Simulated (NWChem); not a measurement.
System: CH₂N cation; SMILES [NH+]#C

Input file for NWChem:

```
start job
memory heap 200 mb stack 900 mb global 1100 mb
charge 1
geometry units angstroms noautoz
  C     -0.000289     0.595843     0.000000
  N      0.000538    -0.532715     0.000000
  H     -0.000787     1.678940     0.000000
  H      0.002959    -1.547745     0.000000
end
basis spherical
  C library 6-31g*
  N library 6-31g*
  H library 6-31g*
end
dft
  xc xpbe96 cpbe96
  iterations 150
  mulliken
end
task dft energy
```

Geometry: optimised at PBE0-D3(BJ)/def2-TZVP.

Problem. What results follow from this input? (PBE/6-31G* (spherical d).) Quantities: energy (Ha); highest occupied level (eV); orbital gap (eV).

Solution. 
```json
{
 "energy (Ha)": "-93.58",
 "highest occupied level (eV)": "-18.12",
 "orbital gap (eV)": "8.92"
}
```
